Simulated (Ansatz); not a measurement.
Start from `C[C](=N)[SnH3]` and change one atom or group to get `BC(C)=N`.

Ansatz, PBE0-D4/def2-TZVP geometries, multiplicity 1. Each molecule was computed in one conformer, which needn't be the lowest.

Elements past krypton have def2 core potentials.

```
                                          property  `C[C](=N)[SnH3]`
                LUMO energy (PBE0/def2-TZVPP) / eV             -0.51
                 HOMO energy (PBE/def2-TZVPP) / eV             -5.63
               HOMO energy (B3LYP/def2-TZVPP) / eV             -6.68
                HOMO energy (PBE0/def2-TZVPP) / eV             -6.87
size of the dipole moment (ωB97M-V/def2-TZVPP) / D              1.56
  size of the dipole moment (B3LYP/def2-TZVPP) / D              1.43
```

Q: Give the same properties after the change, and the shifts. (Estimate.)

A: Ansatz gave: 
```csv
property,`BC(C)=N`,shift
LUMO energy (PBE0/def2-TZVPP) / eV,-2.03,-1.52
HOMO energy (PBE/def2-TZVPP) / eV,-6.06,-0.43
HOMO energy (B3LYP/def2-TZVPP) / eV,-7.20,-0.52
HOMO energy (PBE0/def2-TZVPP) / eV,-7.41,-0.54
size of the dipole moment (ωB97M-V/def2-TZVPP) / D,1.62,0.06
size of the dipole moment (B3LYP/def2-TZVPP) / D,1.54,0.11
```

With PBE0 the HOMO falls by 0.54 eV and the LUMO falls by 1.52 eV, so the gap narrows by about 0.98 eV. PBE moves the HOMO by -0.43 eV and ωB97M-V by -0.68 eV. Dipoles are sizes alone; their direction can turn.

B3LYP here is the variant with VWN-RPA as its local correlation; programs differ in this.
